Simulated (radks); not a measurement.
Dispersion coefficients C6 (hartree bohr^6) between ground-configuration atoms and ions, from the Casimir-Polder integral (3/pi) of alpha_A(iw) alpha_B(iw). Method: non-relativistic Kohn-Sham, LDA (Slater exchange, Perdew-Wang correlation), spin-polarised, spherical densities, point nucleus; open shells are filled with parallel spins first (spin-orbit coupling, left out, can overturn this in heavy ions); computed with a radial shooting solver on a logarithmic mesh with Libxc functionals. Response by self-consistent Sternheimer equations with the Hartree and adiabatic LDA kernel. For heavy and open-shell atoms this level of theory can miss by tens of per cent.

\begin{tabular}{lrrrrr}
C6 & Sr+ & Cr & N+ & Li2+ & Rb3+ \\ \hline
Sr+ & 735.7 &  &  &  &  \\
Cr & 639.5 & 561.7 &  &  &  \\
N+ & 61.46 & 56.52 & 8.416 &  &  \\
Li2+ & 1.296 & 1.200 & 0.2339 & 0.01026 &  \\
Rb3+ & 87.41 & 80.73 & 13.05 & 0.3992 & 20.70 \\
\end{tabular}

Static polarisabilities (bohr^3): Sr+ ([Kr] 5s1) 87.65, Cr ([Ar] 3d5 4s1) 68.31, N+ ([He] 2s2 2p2) 3.890, Li2+ (1s1) 0.06142, Rb3+ ([Ar] 3d10 4s2 4p4) 5.058. The combination rule 2 Ca Cb / ((alpha_b/alpha_a) Ca + (alpha_a/alpha_b) Cb) gives 0.2206 for N+-Li2+, against 0.2339 from the integral.
